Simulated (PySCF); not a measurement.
# Electron correlation in Sc¹⁰⁺ (scandium, charge +10)

[Ne] 3s1, 2S determinant. Calculation: PySCF 2.14, in an uncontracted even-tempered set (19 s from 0.49 bohr⁻², ratio 2.5; 12 p from 0.64 bohr⁻², ratio 2.5; 5 d from 2.8 bohr⁻², ratio 2.7; 4 f from 4.2 bohr⁻², ratio 2.7); the spin-free X2C one-electron Hamiltonian (Gaussian nucleus). Frozen: 1s2; 9 electrons correlated; the 23 highest virtual orbitals of each spin left out.

```json
{"level": "CCSD", "correlation energy (mhartree)": "-310.54"}
{"level": "(T)", "correlation energy (mhartree)": "-0.74"}
{"level": "CCSD(T)", "correlation energy (mhartree)": "-311.28"}
```

Diagnostics: T1 = 0.00069, D1 = 0.0026, largest double amplitude 0.005.

Cost of the coupled-cluster step: of the order of 17 core-seconds, for 9 correlated electrons.
